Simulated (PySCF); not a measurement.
Compound: C₈H₁₄O.
SMILES with atom numbers: `[CH3:1][C:2](=[O:3])[CH:4]1[CH2:5][CH2:6][CH2:7][CH2:8][CH2:9]1` (hydrogens: H10, H11, H12 on C1; H13 on C4; H14, H15 on C5; H16, H17 on C6; H18, H19 on C7; H20, H21 on C8; H22, H23 on C9)

The same species was optimised twice, with GFN2-xTB and with PBE0-D3(BJ)/def2-SVP (PySCF), and the same property calculations (PySCF, gas phase) were run on both structures.

| coordinate | GFN2-xTB | PBE0-D3(BJ)/def2-SVP | change |
| --- | --- | --- | --- |
| C4–C9 (Å) | 1.532 | 1.528 | -0.004 |
| C2=O3 (Å) | 1.205 | 1.209 | +0.004 |
| C2–C4 (Å) | 1.522 | 1.526 | +0.004 |
| C4–C5 (Å) | 1.533 | 1.535 | +0.002 |
| C1–C2 (Å) | 1.511 | 1.511 | 0.000 |
| C5–C6 (Å) | 1.525 | 1.525 | 0.000 |
| C6–C7 (Å) | 1.525 | 1.525 | 0.000 |
| C7–C8 (Å) | 1.525 | 1.525 | 0.000 |
| C8–C9 (Å) | 1.527 | 1.527 | 0.000 |
| C1–C2–C4 (°) | 115.5 | 117.3 | +1.8 |
| C6–C7–C8 (°) | 110.1 | 111.3 | +1.2 |
| C5–C4–C9 (°) | 109.9 | 111.0 | +1.1 |
| O3–C2–C4 (°) | 123.0 | 122.0 | -1.0 |
| C5–C6–C7 (°) | 110.0 | 111.0 | +1.0 |
| C7–C8–C9 (°) | 111.0 | 111.9 | +0.9 |
| C4–C5–C6 (°) | 110.7 | 111.6 | +0.9 |
| C1–C2–O3 (°) | 121.5 | 120.7 | -0.8 |
| C1–C2–C4–C5 (°) | 52 | 49 | -3 |

Rotational constants: A = 2490, B = 1386, C = 1146 MHz (GFN2-xTB) against A = 2479, B = 1364, C = 1121 MHz (PBE0-D3(BJ)/def2-SVP). Point groups within 0.08 Å: C1 and C1.

On the GFN2-xTB structure: HOMO (eV) -7.08 [PBE0/pcSseg-1]; LUMO (eV) -0.36 [PBE0/pcSseg-1]; dipole (D) 2.71 [PBE0/pcSseg-1]; GIAO shielding of C1 (ppm) 156.6 [PBE0/pcSseg-1]; GIAO shielding of C2 (ppm) -28.7 [PBE0/pcSseg-1]; GIAO shielding of O3 (ppm) -348.2 [PBE0/pcSseg-1]; GIAO shielding of C4 (ppm) 134.9 [PBE0/pcSseg-1]; GIAO shielding of C5/C9 (mean) (ppm) 155.8 [PBE0/pcSseg-1]; GIAO shielding of C6/C8 (mean) (ppm) 160.5 [PBE0/pcSseg-1]; GIAO shielding of C7 (ppm) 156.3 [PBE0/pcSseg-1].

Question: What do these properties become on the PBE0-D3(BJ)/def2-SVP structure?

Answer: 
| property | level | on GFN2-xTB | on PBE0-D3(BJ)/def2-SVP | change |
| --- | --- | --- | --- | --- |
| HOMO (eV) | PBE0/pcSseg-1 | -7.08 | -7.07 | +0.01 |
| LUMO (eV) | PBE0/pcSseg-1 | -0.36 | -0.36 | 0.00 |
| dipole (D) | PBE0/pcSseg-1 | 2.71 | 2.74 | +0.03 |
| energy, GFN2-xTB geometry as zero (kcal/mol) | PBE0/pcSseg-1 | 0.0 | -0.8 | -0.8 |
| GIAO shielding of C1 (ppm) | PBE0/pcSseg-1 | 156.6 | 155.1 | -1.5 |
| GIAO shielding of C2 (ppm) | PBE0/pcSseg-1 | -28.7 | -29.5 | -0.8 |
| GIAO shielding of O3 (ppm) | PBE0/pcSseg-1 | -348.2 | -354.9 | -6.7 |
| GIAO shielding of C4 (ppm) | PBE0/pcSseg-1 | 134.9 | 134.5 | -0.4 |
| GIAO shielding of C5/C9 (mean) (ppm) | PBE0/pcSseg-1 | 155.8 | 155.5 | -0.3 |
| GIAO shielding of C6/C8 (mean) (ppm) | PBE0/pcSseg-1 | 160.5 | 159.8 | -0.7 |
| GIAO shielding of C7 (ppm) | PBE0/pcSseg-1 | 156.3 | 155.9 | -0.4 |

The heavy atoms differ by 0.032 Å rms after alignment. Among bonds between heavy atoms C2=O3, C2–C4 and C4–C9 change most and about equally (-0.004 to +0.004 Å). Changes are differences of the printed values. Neither structure is proved a minimum here.
